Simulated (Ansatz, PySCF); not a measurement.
Molecule: sum formula SiH$_{2}$I, net charge 0, doublet state. It need not be the lowest isomer of its formula. 
Coordinates optimised at B3LYP-D3(BJ)/def2-TZVP (Ansatz, a quantum-chemistry and plane-wave program):
```xyz
4

Si     1.5352    -1.0689     0.0586
I     -0.4626     0.3547    -0.0178
H      1.4701    -1.9119     1.2798
H      1.5547    -1.9240    -1.1557
```
Charge 0, spin multiplicity 2.

Total electronic energies in hartree. Valence correlation only, unless marked. Open shells are spin-unrestricted. Spin-orbit coupling is left out. The frozen core is the preceding noble-gas configuration, with the filled d and f shells of earlier blocks. Past Kr the def2 sets carry scalar-relativistic core potentials. CBS(X,Y): correlation extrapolated as X^-3; Hartree-Fock from the larger set. The bracket is a focal-point correction in the basis named.

```csv
level,program,energy (Eh)
PBE-D3(BJ)/def2-TZVPD,Ansatz + dftd3,-588.23328
TPSS/def2-TZVPD,PySCF,-588.31351
TPSS-D3(BJ)/def2-TZVPD,PySCF + dftd3,-588.31765
M06-L-D4/def2-TZVPD,PySCF + dftd4,-588.56100
BHLYP/def2-TZVPD,Ansatz,-588.34682
PW6B95-D4/def2-TZVPD,PySCF + dftd4,-588.84288
PW6B95/def2-TZVPD,PySCF,-588.84065
HSE06-D4/def2-TZVPD,Ansatz + dftd4,-588.27989
LC-wPBE/def2-TZVPD,Ansatz,-588.33809
B2GP-PLYP-D4/def2-TZVPD,Ansatz + dftd4,-587.87583
MP2/def2-TZVPPD,Ansatz,-587.01022
SCS-MP2/def2-TZVPPD,Ansatz,-587.01442
CCSD(T)/def2-TZVPPD,Ansatz,-587.05467
"RI-MP2/CBS(def2-TZVPPD,def2-QZVPPD)+[CCSD(T)-MP2]/def2-TZVPPD",Ansatz,-587.1108
"CCSD(T)/CBS(def2-TZVPP,def2-QZVPP)",Ansatz,-587.1114
```

Totals of different functionals don't rank their quality; only differences between species are comparable.
